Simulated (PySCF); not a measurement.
Broadened absorption spectrum of C4H9FO2S

C4H9FO2S.
SMILES: `CC(C)(F)S(C)(=O)=O`

Computed with PySCF, TDDFT B3LYP/def2-SVPD, vertical, gas phase, core orbitals frozen in the response. Isolated species at its GFN2-xTB geometry (one conformer only). Torsions of this conformer, `[CH3:1][C:2]([CH3:3])([F:4])[S:5]([CH3:6])(=[O:7])=[O:8]`: C1–C2–S5–C6 73°.

Each state is given a Gaussian of 0.4 eV full width at half maximum, with ε(max) = 2.175×10⁸ f / Δν̃ (Δν̃ the width in cm⁻¹). The width is an assumption, not a result. The curve ends short of the highest state used, and states not computed would add to its high-energy end.

(λ (nm), ε (L mol⁻¹ cm⁻¹)): (159.7, 2562), (160.4, 2555), (161.1, 2760), (161.8, 3174), (162.5, 3779), (163.2, 4537), (163.9, 5391), (164.6, 6273), (165.3, 7105), (166.0, 7812), (166.7, 8329), (167.4, 8608), (168.1, 8626), (168.8, 8385), (169.5, 7913), (170.2, 7252), (170.9, 6461), (171.6, 5598), (172.2, 4846), (172.9, 3995), (173.6, 3210), (174.3, 2515), (175.0, 1922), (175.7, 1434), (176.4, 1045), (177.1, 745), (177.8, 519), (178.5, 354), (179.2, 236), (179.9, 154), (180.6, 99), (181.3, 62), (182.0, 38), (182.7, 23), (183.4, 14), (184.0, 9)

Question: Where are the band maxima, and which computed states make them?

Answer: 168 nm (7.39 eV), ε about 8700, made up of S1 (37%) and S2 (63%) (ε in L mol⁻¹ cm⁻¹; maxima over ε = 5, shares over 10%). At its high-energy end, 7.76 eV, the curve is still rising (ε about 2600, from S2, S4 and S5). The states used: S1 7.34 eV (f 0.050); S2 7.42 eV (f 0.082); S3 7.72 eV (f 0.0005); S4 7.89 eV (f 0.014); S5 8.06 eV (f 0.058); S6 8.16 eV (f 0.024); S7 8.25 eV (f 0.0085); S8 8.36 eV (f 0.0091).

Question: Coming from long wavelengths, where does ε first pass 100 L mol⁻¹ cm⁻¹?

Answer: At about 181 nm (6.87 eV), 0.47 eV below S1.

Question: Does any computed singlet lie in the visible range?

Answer: No computed singlet lies in the visible range (380 to 750 nm); the lowest, at 169 nm, stands 4.07 eV above its violet end (3.26 eV).

Question: What would ε be at 7.39 eV, the highest of these maxima, with half the width (0.2 eV)?

Answer: About 15900 L mol⁻¹ cm⁻¹ against 8650, a factor of about 1.8; a lone state at its own centre would give exactly 2.

Cost: about 40 s of CPU time on one thread (with the writing of density and orbital grids); the machine was shared, so the figure is rough.
